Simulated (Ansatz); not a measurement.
Cost and result for the atomization energy of `N[SiH](Cl)[AlH][OH]` (10 atoms, 9 bonds).

```xyz
10

N     0.0639   -0.8240    1.6423
Si   -0.4470    0.6027    0.8566
Cl    0.7650    2.2827    1.2290
Al   -0.2932    0.2842   -1.5613
O     0.8025   -0.9547   -1.9548
H     0.0254   -0.9186    2.6450
H     0.8115   -1.3709    1.2455
H    -1.7499    0.9900    1.4553
H    -1.0219    1.1029   -2.7091
H     1.0437   -1.1942   -2.8484
```

Total charge 0; spin multiplicity 1. All single points use the PBE0-D4/def2-TZVP geometry. It is one conformer, not always the lowest. Program: Ansatz. All runs use 4 threads of an Intel Xeon on a shared host. Times are those of one run each, without the atoms' runs, and a repeat can differ threefold. Electronic energies, without spin–orbit coupling; frozen cores. CCSD(T)/CBS adds CCSD(T) − MP2 in def2-TZVPP to the MP2 limit, and its time is that of the two runs behind it. T1 = 0.012. B3LYP takes the VWN-RPA correlation (the form of Gaussian; ORCA's B3LYP/G).

CCSD(T)/CBS is a level of theory with its own doubt, some kJ/mol a heavy atom from the limit and from the frozen cores, so smaller differences don't rank the functionals.

```csv
level,functions,wall time,atomization (kJ/mol),difference from CCSD(T)/CBS,per bond
LDA (SPW92)/def2-TZVPP,258,1.6 s,3749.0,429.4,47.7
PBE-D4/def2-TZVPP (with forces),258,3 s,3331.0,11.4,1.3
PBE0-D4/def2-TZVPP,258,3.4 s,3271.0,-48.6,-5.4
CCSD(T)/def2-SVP,107,4.1 s,3019.1,-300.5,-33.4
r2SCAN-D4/def2-TZVPP (with forces),258,4.6 s,3303.5,-16.1,-1.8
B3LYP-D4/def2-TZVPP (with forces),258,6 s,3292.4,-27.2,-3.0
B2PLYP/def2-TZVPP,258,6 s,3256.1,-63.5,-7.1
B97M-V/def2-TZVPP,258,7 s,3323.7,4.1,0.5
ωB97X-V/def2-TZVPP,258,8.5 s,3326.6,7.0,0.8
ωB97M-V/def2-TZVPP (with forces),258,12 s,3316.6,-3.0,-0.3
MP2/def2-QZVPP,474,20 s,3334.5,14.9,1.7
CCSD(T)/def2-TZVPP,258,88 s,3203.0,-116.6,-13.0
CCSD(T)/CBS(def2),–,110 s,3319.6,0.0,0.0
```

In def2-TZVPP, CCSD(T) changes the Hartree–Fock value by +867.2 kJ/mol (the triples alone add +50.9 kJ/mol) and MP2 by +928.8 kJ/mol; breaking electron pairs costs correlation energy, which Hartree–Fock lacks. The D4 term adds +38.0 kJ/mol with B3LYP and +20.2 kJ/mol with PBE0; it sums over pairs of atoms, weighted by their polarisabilities, and B3LYP, whose exchange is more repulsive, gets the larger term. At CCSD(T), def2-SVP lies −300.6 kJ/mol from the extrapolated value and def2-TZVPP −116.6 kJ/mol: correlation converges slowly with the basis, and small sets miss more of it in the bonded molecule than in its fragments.
